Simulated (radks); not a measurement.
Effect of the nuclear size on the phosphorus ion P3+, [Ne] 3s2. Calculated with a radial shooting solver on a logarithmic mesh with Libxc functionals: Dirac Kohn-Sham, PBE, spin-unpolarised, spherical densities, finite nucleus; Fermi nuclear charge, rms radius 3.1889 fm. The rms radius is varied about that value; shifts are against it.

rms radius (fm),total energy shift (eV),density at nucleus (e/bohr^3),1s1/2 shift (meV),2s1/2 shift (meV)
2.768,-0.00183,2399,-0.761,-0.051
2.9816,-0.000932,2397,-0.388,-0.026
3.1889,0,2394,0.000,0.000
3.4791,0.00141,2391,0.586,0.039
3.6768,0.00244,2389,1.01,0.067

Slopes of the eigenvalues against <r^2> in GHz/fm^2, as finite differences over the two radii next to the reference (eigenvalue slopes, not the field-shift constants of lines): 1s1/2 73.3, 2s1/2 4.87.
